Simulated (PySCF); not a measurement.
Species: sum formula SiN3H6Cl, charge 0, multiplicity 1. 
Geometry from a B3LYP-D3(BJ)/def2-TZVP (Ansatz) optimisation:
```xyz
11

N     -0.9994    -1.1121    -1.0915
Si     0.0764    -0.0184    -0.3508
N     -0.1028     1.5337    -1.0298
N      1.6812    -0.5599    -0.5356
Cl    -0.3703     0.0886     1.7002
H     -1.9472    -1.2293    -0.7727
H     -0.6320    -1.9476    -1.5160
H     -0.7972     1.6777    -1.7443
H      0.0884     2.3723    -0.5066
H      2.1056    -1.2047     0.1108
H      2.3560     0.0515    -0.9648
```

Dispersion corrections to the total energy (kcal/mol) from the dftd3 and dftd4 libraries through PySCF: D3(BJ) without and D4 with the three-body term, each with the damping fitted for the functional named.

| functional | D3(BJ) | D4 |
|---|---|---|
| TPSSh | ___ | -7.90 |
| r2SCAN | -1.78 | -1.57 |
| CAM-B3LYP | -5.12 | -5.54 |
| TPSS | -7.91 | ___ |
| B3LYP | -10.98 | -10.41 |
| BP86 | -10.30 | ___ |
| HF | -46.07 | -21.89 |

**Question.** Some entries are withheld; supply them.

**Answer.** 
- TPSSh, D3(BJ): -7.34
- TPSS, D4: -8.71
- BP86, D4: -8.73
